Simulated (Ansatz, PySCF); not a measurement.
B(I)(Me)2 (C₂H₆BI), SMILES B(C)(I)C.

The structure is a stationary point at B3LYP-D3(BJ)/def2-SVP. The def2 effective core potentials stand for the cores of I; spin–orbit coupling is left out.

Vertical ionisation energy (IE) and electron affinity (EA) in eV. Rows of orbital energies are one-electron estimates. Where ΔSCF, EOM or ADC give a negative EA the extra electron is unbound and the value depends on the basis.

| level | IE | EA |
|---|---|---|
| −ε(HOMO), −ε(LUMO), ωB97X/def2-TZVP (PySCF) | 9.43 | -1.08 |
| −ε(HOMO), −ε(LUMO), PBE/def2-TZVP (PySCF) | 6.08 | 2.08 |
| ΔSCF, PBE0/def2-SVPD (Ansatz), final states of multiplicity 2 and 2 | 9.40 | -0.43 |
| ΔSCF, PBE/def2-SVPD (Ansatz), final states of multiplicity 2 and 2 | ___ | ___ |

Q: Some entries are withheld; supply them. (The exact figures need the calculation; the answer reports its results.)

A: 
- ΔSCF, PBE/def2-SVPD (Ansatz, a quantum-chemistry and plane-wave program), final states of multiplicity 2 and 2, IE: 9.24
- ΔSCF, PBE/def2-SVPD (Ansatz), final states of multiplicity 2 and 2, EA: -0.41

Q: What vertical singlet–triplet gap does ΔSCF give with PBE0/def2-SVPD (Ansatz) and with PBE/def2-SVPD (Ansatz)? (An estimate is asked for; the answer gives what the named calculation found.)

A: 4.59 and 4.36 eV (triplet above singlet where positive).
